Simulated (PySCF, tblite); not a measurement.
Isomers of C2H9PSSi2. Calculated harmonic vibrations of the isolated species, GFN2-xTB (tblite), most abundant isotopes, no scaling. This tight-binding method is rough: wavenumbers can miss measured ones by several per cent, in bad cases by 10 to 20. Modes of hydrogen on phosphorus and silicon can be 10 to 20 % off. One conformer each.

Electronic energies: PBE0/pcSseg-1 single points on the GFN2-xTB geometries (PySCF, gas phase).

```json
{"SMILES": "C1CS[SiH2]P[SiH2]1", "electronic energy, lowest = 0 (kJ/mol)": "0.0"}
{"SMILES": "[SiH3]/C=C\\S[SiH2]P", "electronic energy, lowest = 0 (kJ/mol)": "168.2"}
{"SMILES": "C=C[Si@H](P)S[SiH3]", "electronic energy, lowest = 0 (kJ/mol)": "72.7"}
{"SMILES": "[SiH3]/C=C/S[SiH2]P", "electronic energy, lowest = 0 (kJ/mol)": "164.3"}
{"SMILES": "P[SiH2][Si@H]1CCS1", "electronic energy, lowest = 0 (kJ/mol)": "98.3"}
```

Problem. How do GFN2-xTB zero-point energies change the relative energies?

Solution. 
```tsv
SMILES	ZPE (kJ/mol)	of it from modes above 1550 cm⁻¹	electronic (kJ/mol)	with ZPE, lowest = 0 (kJ/mol)	lowest mode (cm⁻¹)	rings
C1CS[SiH2]P[SiH2]1	261.8	139.3	0.0	0.0	60	1
C=C[Si@H](P)S[SiH3]	246.8	147.7	72.7	57.8	15	0
P[SiH2][Si@H]1CCS1	258.9	139.3	98.3	95.4	19	1
[SiH3]/C=C/S[SiH2]P	238.7	141.7	164.3	141.2	22	0
[SiH3]/C=C\S[SiH2]P	238.8	141.4	168.2	145.3	20	0
```

The zero-point energies span 23.1 kJ/mol, from `[SiH3]/C=C/S[SiH2]P` to `C1CS[SiH2]P[SiH2]1`. The order is unchanged.

Problem. And how do the electronic energies of GFN2-xTB itself compare?

Solution. `C1CS[SiH2]P[SiH2]1` 0.0; `C=C[Si@H](P)S[SiH3]` 51.2; `P[SiH2][Si@H]1CCS1` 88.1; `[SiH3]/C=C/S[SiH2]P` 104.0; `[SiH3]/C=C\S[SiH2]P` 108.0 kJ/mol, lowest = 0. Against the energies above, taken from the same isomer `C1CS[SiH2]P[SiH2]1`, the largest difference is 60.3 kJ/mol.
